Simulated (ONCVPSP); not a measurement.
# LDA (Perdew-Zunger) ONCV dataset for F (Z = 9), scalar-relativistic all-electron reference.

- Element: F (Z = 9)
- Generator: ONCVPSP 4.0.1
- Type: optimised norm-conserving Vanderbilt (ONCV)
- Functional: LDA (Perdew-Zunger)
- Relativity: scalar-relativistic
- Frozen core: [He]
- Valence charge: 7
- Reference configuration: 2s2 2p5
- Partial waves: 2s: rc 0.60 bohr, ncon 4, nbas 7, qcut 10.1 1/bohr, 2 projectors, debl 2.1 Ha; 2p: rc 1.30 bohr, ncon 4, nbas 8, qcut 10 1/bohr, 1 projector; d scattering state at 0.07 Ha: rc 1.00 bohr, ncon 4, nbas 8, qcut 10 1/bohr, 3 projectors, debl 3.6 Ha
- Local potential: polynomial inside 0.50 bohr (lpopt 5, dvloc0 0 Ha)
- Core correction: Teter function, fcfact 2.25, rcfact 1.2

Results:

```json
{"Cutoffs needed": "54 Ha and 155 Ha (the cutoffs (Ha) at which the residual kinetic energy of the hardest occupied pseudo-wave falls to 1 and 0.1 mHa per electron)", "Ghost test": "no bound ghost flagged; GHOST(+) flags only above 600 eV", "Largest excitation error": "+637 meV (all-electron minus pseudo) for 2s2 2p2, out of 4 test configurations", "rms error of d²Exc/dni dnj": "2.63 mHa without and 2.15 mHa with the model core"}
```

Generation and tests took about 3.2 s on one core of a shared server CPU.
